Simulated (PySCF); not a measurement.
H9NSi3, SMILES N([SiH2][SiH3])[SiH3]. The structure is a stationary point at PBE0-D3(BJ)/def2-SVP. One conformer was computed; it need not be the lowest.

Computed equilibrium geometry at PBE0-D3(BJ)/def2-SVP (PySCF confirms it by a frequency run) as bond lengths and angles (one conformer of several):
Atoms: Si1 N2 Si3 Si4 H5 H6 H7 H8 H9 H10 H11 H12 H13. Bond lengths (Å): Si1–N2 1.739, Si1–H5 1.496, Si1–H6 1.498, Si1–H7 1.493, N2–Si3 1.746, N2–H8 1.018, Si3–Si4 2.347, Si3–H9 1.499, Si3–H10 1.501, Si4–H11 1.497, Si4–H12 1.495, Si4–H13 1.495. Angles (°): N2–Si1–H5 111.0, N2–Si1–H6 113.3, N2–Si1–H7 107.2, H5–Si1–H6 107.3, H5–Si1–H7 109.5, H6–Si1–H7 108.5, Si1–N2–Si3 130.1, Si1–N2–H8 115.2, Si3–N2–H8 114.5, N2–Si3–Si4 111.6, N2–Si3–H9 110.3, N2–Si3–H10 112.1, Si4–Si3–H9 108.5, Si4–Si3–H10 108.0, H9–Si3–H10 106.1, Si3–Si4–H11 107.1, Si3–Si4–H12 111.7, Si3–Si4–H13 111.9, H11–Si4–H12 108.6, H11–Si4–H13 108.4, H12–Si4–H13 109.1.
